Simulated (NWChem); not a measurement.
Molecule: CH2F3Ga; SMILES [C](F)(F)(F)[GaH2]

```xyz
7

Ga    -0.0069    -1.1968    -0.0077
C     -0.0063     0.8265    -0.0067
F      0.3829     1.2869     1.2004
F     -1.2052     1.3741    -0.2595
F      0.8491     1.3361    -0.9111
H     -1.3827    -1.9381    -0.0021
H      1.3927    -1.8926     0.0111
```
Atoms are numbered in this order, from 1.

Computed with NWChem. The geometry was optimised at PBE0/def2-SVP.

Q: What does the run give for PBE0/3-21G? Quantities: highest occupied level (eV); orbital gap (eV); dipole (D).

A: 
```
Quantity                     Result
---------------------------  ------
highest occupied level (eV)   -8.14
orbital gap (eV)               6.02
dipole (D)                     1.94
```
